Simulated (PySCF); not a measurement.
Fluorine: a sound run and one with changed settings

Sound run: F⁺ [He] 2s2 2p4, F²⁺ [He] 2s2 2p3. Calculation: PySCF 2.14, in cc-pVDZ (3s2p1d, 14 functions); the non-relativistic Hamiltonian (point nucleus). In the sound run the correlated levels freeze 1s2. The sound run starts from symmetry-adapted Hartree-Fock orbitals and uses a fine grid where one is needed.

A second run was set up differently.

```json
{"species": "F⁺", "method": "UHF", "sound run (hartree)": "-98.80049", "changed run (hartree)": "-97.52349", "converged": "yes"}
{"species": "F⁺", "method": "TPSS", "sound run (hartree)": "-99.10151", "changed run (hartree)": "-97.78174", "converged": "yes"}
{"species": "F⁺", "method": "LDA", "sound run (hartree)": "-98.41301", "changed run (hartree)": "-97.07786", "converged": "yes"}
{"species": "F⁺", "method": "MP2", "sound run (hartree)": "-98.89901", "changed run (hartree)": "-97.52349", "converged": "yes"}
{"species": "F²⁺", "method": "UHF", "sound run (hartree)": "-97.57269", "changed run (hartree)": "-96.22428", "converged": "yes"}
{"species": "F²⁺", "method": "TPSS", "sound run (hartree)": "-97.79686", "changed run (hartree)": "-96.41663", "converged": "yes"}
{"species": "F²⁺", "method": "LDA", "sound run (hartree)": "-97.11434", "changed run (hartree)": "-95.73133", "converged": "yes"}
{"species": "F²⁺", "method": "MP2", "sound run (hartree)": "-97.64118", "changed run (hartree)": "-96.22428", "converged": "yes"}
```

Ionisation energy of F⁺:

| method | sound run (eV) | changed run (eV) |
| --- | --- | --- |
| UHF | 33.410 | 35.353 |
| TPSS | 35.501 | 37.146 |
| LDA | 35.339 | 36.641 |
| MP2 | 34.227 | 35.353 |
| SCS-MP2 | 34.231 | 35.353 |

Problem. What was changed?
A. minimal basis
B. too few SCF iterations
C. a valence shell is frozen
D. level shift left on

Solution. A. It used basis STO-3G. A minimal basis cannot let orbitals breathe on ionisation and holds almost no correlation.
